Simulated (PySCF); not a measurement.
## How the method changes the constants of LiAs⁺

State: ⁴Σ⁻ (quartet), unpaired electrons σ ↑, π ↑↑. Set-up: Li 6-31G(d,p), As 6-31G(d,p); no relativity (PySCF 2.14). De refers to Li⁺ + As in their high-spin ground configurations, without counterpoise correction. The functionals are run spin-unrestricted. A positive dipole points towards As; it is taken about the centre of mass and depends on that origin.

```
      Level  Re (Å)  ωe (cm⁻¹)  De (eV)   μ (D)
        UHF   2.818        222    0.362  -10.05
    UHF-MP2   2.777        234    0.408     n/a
UHF-SCS-MP2   2.783        233    0.399     n/a
   UHF-CCSD   2.777        235    0.412     n/a
UHF-CCSD(T)   2.773        237    0.418     n/a
        PBE   2.792        223    0.458   -9.66
     r²SCAN   2.807        219    0.387   -9.92
      TPSSh   2.781        227    0.435   -9.71
    r²SCANh   2.801        220    0.386   -9.91
       PBE0   2.777        228    0.430   -9.70
  CAM-B3LYP   2.764        230    0.448   -9.64
     B2PLYP   2.772        231    0.437   -9.72
```

Problem. Which functional lies closest to UHF-CCSD(T) in De, which farthest, and by how much do they differ from it?

Solution. Closest is PBE0 (+0.4 pm in Re, -3.8 % in ωe, +0.01 eV in De against UHF-CCSD(T) in the same basis), farthest PBE (+1.9 pm in Re, -5.9 % in ωe, +0.04 eV in De). CCSD(T) converges more slowly with the basis than the functionals do and binds too weakly in this one, so the order can change at the basis-set limit.

Problem. What does a quarter of exact exchange do here, going from PBE to PBE0?

Solution. PBE0 less PBE: -1.5 pm in Re, +2.2 % in ωe, -0.03 eV in De. Exact exchange removes part of the self-interaction that spreads semilocal densities, and in most molecules shortens and stiffens the bond and lowers De; so it does here.

Problem. What does the step from GGA to meta-GGA do here, going from PBE to r²SCAN?

Solution. r²SCAN less PBE: +1.5 pm in Re, -1.8 % in ωe, -0.07 eV in De. 

Correlated steps freeze 9 core orbitals. Correlated levels converge slowly with the basis: in double zeta they bind strong bonds too weakly, by up to about 1 eV, and carry superposition errors of some tenths. Spin–orbit coupling is left out. For an ion De counts to the pair picked by the measured ionisation energies or electron affinities, which need not be the lowest pair at this level. B2PLYP dipoles, levels and charges come from its SCF part alone. The state was picked by a PBE0 search and need not be the measured ground state.

The whole job (state search and all levels along the bond) took about 1.9 min on 1 thread of Arm Neoverse V2 (shared host), peak memory 0.51 GiB.
